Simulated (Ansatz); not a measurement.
`CN[SiH](C)N` + H₂ → `CN[SiH2]N` + CH₄  (hydrogenolysis of the Si–C bond)

Isolated molecules relaxed with PBE0-D4/def2-TZVP in Ansatz; ΔE leaves out vibrations. CCSD(T)/CBS is the MP2 limit (def2-TZVPP, def2-QZVPP) plus CCSD(T) − MP2 in def2-TZVPP, frozen cores. This one scheme is used for every species. Functionals use def2-TZVPP. Each species was taken in one conformer, which may not be the lowest.

`CN[SiH](C)N`:

Z-matrix (Å, degrees):
```
C
N 1 1.445
H 1 1.092 2 109.2
H 1 1.098 2 113.4 3 120.0
H 1 1.095 2 111.5 3 -118.0
Si 2 1.712 1 125.2 3 -24.5
H 2 1.006 1 114.4 3 173.6
N 6 1.718 2 107.8 1 57.2
C 6 1.869 2 116.5 1 -60.8
H 6 1.495 2 102.9 1 -179.6
H 8 1.006 6 120.8 2 -154.4
H 8 1.007 6 120.9 2 56.8
H 9 1.093 6 111.2 2 59.1
H 9 1.094 6 111.5 2 179.6
H 9 1.093 6 110.4 2 -60.8
```

H₂:

Z-matrix (Å, degrees):
```
H
H 1 0.746
```

`CN[SiH2]N`:

```xyz
12

C    -0.160    1.689   -0.926
N    -0.471    0.340   -0.513
Si    0.226   -0.474    0.819
N     0.151   -2.157    0.517
H    -0.159    1.780   -2.017
H     0.841    1.953   -0.578
H    -0.853    2.440   -0.526
H    -1.352   -0.003   -0.862
H    -0.452   -0.332    2.144
H     1.580    0.145    0.940
H     0.037   -2.806    1.276
H     0.612   -2.575   -0.274
```

CH₄:

```xyz
5

C     0.000    0.000    0.000
H     0.322    0.606   -0.846
H     0.755    0.042    0.785
H    -0.133   -1.033   -0.322
H    -0.944    0.385    0.384
```

```json
{"level": "PBE-D4", "ΔE (kcal/mol)": "-4.1"}
{"level": "PBE", "ΔE (kcal/mol)": "-5.9"}
```

Q: What does CCSD(T)/CBS give? (Best estimate.)

A: Computed: -4.5 kcal/mol. The listed levels differ from it by 0.4, -1.4 kcal/mol.

Largest T1 diagnostic among the species: 0.010.

In def2-TZVPP, CCSD(T) changes the Hartree–Fock value by +5.6 kcal/mol (the triples alone add +1.0 kcal/mol) and MP2 by +6.7 kcal/mol. The D4 term adds +2.7 kcal/mol with B3LYP and +1.5 kcal/mol with PBE0; it sums over pairs of atoms, weighted by their polarisabilities, and B3LYP, whose exchange is more repulsive, gets the larger term.

B3LYP here is the variant with VWN-RPA as its local correlation; programs differ in this.
